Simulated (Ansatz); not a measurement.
Vertical singlet–triplet gap (eV) of eight silicon and germanium compounds: PBE beside CAM-B3LYP, computed with Ansatz (an electronic-structure program) for isolated molecules in the bases named; differences from unrounded values. The eight are the first of their class met in an unordered collection, after screening for sound electronic states; none was chosen by its value. Functionals give these values as differences of separate SCF runs (ΔSCF), EOM-CCSD as a root; each molecule has one DFT geometry for both levels.

| molecule | basis | CAM-B3LYP |
|---|---|---|
| CH8Cl2Si3, SMILES [SiH3]C[Si]([SiH3])(Cl)Cl | def2-SVPD | 6.13 |
| C3H7FSi, SMILES [SiH3][C@H]1C[C@@H]1F | def2-SVPD | 7.86 |
| CH₇NOSi, SMILES CO[SiH2]N | def2-SVPD | 6.64 |
| Cl2H4N2Si, SMILES N[Si](N)(Cl)Cl | def2-SVPD | 6.87 |
| CH5ClFNSi, SMILES [Si@@H](CN)(F)Cl | def2-SVPD | 5.79 |
| C₄H₇FSi, SMILES C=C/C=C\[SiH2]F | def2-SVPD | 3.09 |
| BH₆NO₂Si, SMILES N[SiH2]B(O)O | def2-SVPD | 5.47 |
| CH12N2Si3, SMILES N[SiH](N)C[SiH2][SiH3] | def2-SVPD | 6.48 |

Q: Estimate the PBE values and say how PBE differs from CAM-B3LYP over the set. (The exact figures need the calculation; the answer reports its results.)

A: 
```json
[
 {"molecule": "CH8Cl2Si3, SMILES [SiH3]C[Si]([SiH3])(Cl)Cl", "PBE": "5.38", "difference": "-0.75"},
 {"molecule": "C3H7FSi, SMILES [SiH3][C@H]1C[C@@H]1F", "PBE": "6.91", "difference": "-0.94"},
 {"molecule": "CH₇NOSi, SMILES CO[SiH2]N", "PBE": "6.13", "difference": "-0.51"},
 {"molecule": "Cl2H4N2Si, SMILES N[Si](N)(Cl)Cl", "PBE": "5.95", "difference": "-0.92"},
 {"molecule": "CH5ClFNSi, SMILES [Si@@H](CN)(F)Cl", "PBE": "5.22", "difference": "-0.57"},
 {"molecule": "C₄H₇FSi, SMILES C=C/C=C\\[SiH2]F", "PBE": "3.01", "difference": "-0.08"},
 {"molecule": "BH₆NO₂Si, SMILES N[SiH2]B(O)O", "PBE": "4.89", "difference": "-0.59"},
 {"molecule": "CH12N2Si3, SMILES N[SiH](N)C[SiH2][SiH3]", "PBE": "5.56", "difference": "-0.92"}
]
```
PBE lies below CAM-B3LYP in 8 and above it in 0 of the eight; the mean signed difference is -0.66 and the largest -0.94 eV.
